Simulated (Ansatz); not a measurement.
P, charge -1, triplet (a gas-phase anion, which may not be bound at this level); CCSD(T)/cc-pVDZ run with Ansatz (an electronic-structure program).

Here is a job for Ansatz.
Ansatz 0.2 input:
```yaml
crystal:
  periodic: [false, false, false]
  atoms:
    - {symbol: P, position_ang: [0.00000000, 0.00000000, 0.00000000]}
basis:
  gaussian:
    orbitals: cc-pVDZ
total_charge: -1
magnetization: {spin_polarized: true, initial_magnetization: 2}
correlation: {method: ccsd_t}
scf: {lower_state_search: off}
```

Task: Predict the main parts of the log of this Ansatz run.

Result: 
```
Functional definition: HF
these checks for a lower state are left out or cut short: stability, starts, cluster_reference, orbital_swaps, neighbouring_geometries, increment
100 factors; integrals over basis functions are off by at most 9.6e-5 eV
mean field evaluation 1: about -9269.7119 eV, gradient 5.6e0 eV
mean field evaluation 2: about -9269.7275 eV, gradient 5.4e0 eV
mean field evaluation 4: about -9270.0459 eV, gradient 7.4e-1 eV
mean field evaluation 8: about -9270.0553 eV, gradient 8.3e-3 eV
mean field -9270.05534698 eV, -340.6682505322 hartree, gradient 2.7e-6 eV, S^2 2.007215; 0 other end points of the search recorded, 0 dependent functions left out
5 core orbitals not correlated
reference -9270.05534698 eV, -340.6682505322 hartree; 4, 2 occupied and 9, 11 virtual orbitals, 100 factors
second order -2.08217047 eV of doubles, -0.00000000 eV of singles
cycle   1  -2.45282661 eV  change   -3.7e-1 eV  update   4.3e-2
cycle   2  -2.56627506 eV  change   -1.1e-1 eV  update   1.4e-2
cycle   3  -2.57109097 eV  change   -4.8e-3 eV  update   2.4e-3
cycle   4  -2.57179400 eV  change   -7.0e-4 eV  update   3.3e-4
cycle   5  -2.57167216 eV  change    1.2e-4 eV  update   6.4e-5
cycle   6  -2.57170438 eV  change   -3.2e-5 eV  update   1.0e-5
cycle   7  -2.57169353 eV  change    1.1e-5 eV  update   2.6e-6
cycle   8  -2.57169757 eV  change   -4.0e-6 eV  update   6.4e-7
perturbative correction -0.03244640 eV, -0.0011923833 hartree
Total energy: -9272.65949095 eV, -340.7639510582 hartree
Checks for a lower state left out: stability, starts, cluster_reference, orbital_swaps, neighbouring_geometries, increment
```
